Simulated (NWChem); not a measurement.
System: BNH2F2; SMILES NB(F)F

```xyz
6

B      0.0000    -0.0387     0.0000
F      1.1398    -0.7229     0.0000
F     -1.1345    -0.7315     0.0000
N     -0.0050     1.3556     0.0000
H     -0.8585     1.8948     0.0000
H      0.8455     1.8996     0.0000
```
Atoms are numbered in this order, from 1.

The geometry was optimised at PBE0/def2-SVP.

Symmetry labels are those of Cs in the frame above (b1 and b2, or b-type labels, depend on it). States above −ε(HOMO) = 8.5 eV lie in this functional's continuum and hang on the basis.

Question: List the 4 lowest vertical singlet excitations from B3LYP/def2-SVPD, TDA (NWChem).

Answer: 
```
state  energy (eV)  oscillator strength  symmetry  leading excitation (squared amplitude)
-----  -----------  -------------------  --------  --------------------------------------
S1            7.23                0.045        a"                      HOMO → LUMO (0.99)
S2            8.80                0.000        a"                    HOMO → LUMO+1 (0.98)
S3            8.97                0.000        a"                    HOMO → LUMO+3 (0.97)
S4            9.66                0.289        a'                    HOMO → LUMO+2 (0.89)
```
